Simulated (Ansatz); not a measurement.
A nudged elastic band was laid between two geometries of C3H6BN (11 atoms, charge 0, multiplicity 1).

The calculation used RKS B3LYP-D4/6-31G* in Ansatz 0.2.0.

```yaml
movable_images: 9
climbing_image: yes
spring: 5.0 eV/Å²
optimiser: quadratic models (default)
start_path: IDPP
force_threshold: 0.05 eV/Å
iteration_limit: 59
end_points: relaxed
```

Image 0:

```xyz
11
Properties=species:S:1:pos:R:3
B -1.585 0.703 1.233
C -0.302 -0.174 1.063
N 0.763 0.422 0.253
C 1.079 -0.006 -0.849
C 1.478 -0.403 -2.038
H -2.489 0.247 1.872
H -1.679 1.798 0.766
H -0.584 -1.183 0.715
H 0.090 -0.325 2.083
H 1.010 -0.014 -2.936
H 2.283 -1.122 -2.141
```

Image 10:

```xyz
11
Properties=species:S:1:pos:R:3
B -1.588 0.703 1.241
C -0.310 -0.179 1.053
N 0.757 0.423 0.251
C 1.082 -0.001 -0.850
C 1.486 -0.398 -2.037
H -1.670 1.809 0.802
H -2.496 0.238 1.866
H -0.594 -1.184 0.694
H 0.082 -0.343 2.072
H 1.024 -0.010 -2.938
H 2.294 -1.115 -2.135
```

(1) Which bonds break or form, and what moves?

(2) Give the energies along the band, and the barrier.

(3) What is the geometry of the highest image?

(4) What are the harmonic wavenumbers there?

## Answers

(1) No bond is made or broken. The dihedral H7–B1–C2–H9 goes from 117 to -63°. The two ends are copies of one structure, up to a mirror image or an exchange of like atoms.

(2) The forces met the threshold. The highest image is number 4 of 0 to 10, 13.8 kJ/mol above the ends, which have the same energy within 2 meV. A vibrational analysis at the climbing image gives one clearly imaginary mode, 190i cm⁻¹: a first-order saddle point.

```csv
image,path coordinate (Å),energy (kJ/mol),dihedral H7–B1–C2–H9 (°)
0,0.00,0.0,117
1,0.57,0.5,131
2,1.15,3.1,153
3,1.72,10.2,171
4,2.29,13.8,-173
5,2.77,12.6,-159
6,3.25,12.8,-140
7,3.73,11.7,-119
8,4.21,6.8,-98
9,4.68,1.7,-79
10,5.16,0.0,-63
```

(3) 
```xyz
11
Properties=species:S:1:pos:R:3:forces:R:3
B -1.614 0.529 1.011 0.01 0.00 0.00
C -0.464 -0.564 1.052 0.00 0.00 0.00
N 0.724 0.179 0.567 0.00 -0.01 0.00
C 1.119 0.099 -0.591 -0.01 0.00 0.00
C 1.622 0.056 -1.804 0.01 0.00 0.00
H -2.042 1.037 2.004 0.00 0.00 0.00
H -2.025 0.881 -0.055 0.00 0.00 0.00
H -0.690 -1.426 0.408 0.00 0.00 0.00
H -0.234 -0.923 2.059 0.00 0.00 0.00
H 1.273 0.736 -2.574 0.00 0.00 0.00
H 2.397 -0.661 -2.055 0.00 0.00 0.00
```

(4) 190i, 53, 199, 279, 368, 585, 612, 691, 709, 832, 937, 1012, 1039, 1067, 1189, 1246, 1276, 1316, 1475, 1519, 2135, 2627, 2712, 3021, 3116, 3183, 3264 cm⁻¹.

The run took 6.3 min on 1 thread of Intel(R) Xeon(R) 6975P-C (Granite Rapids) (shared host), peak memory 0.19 GiB.
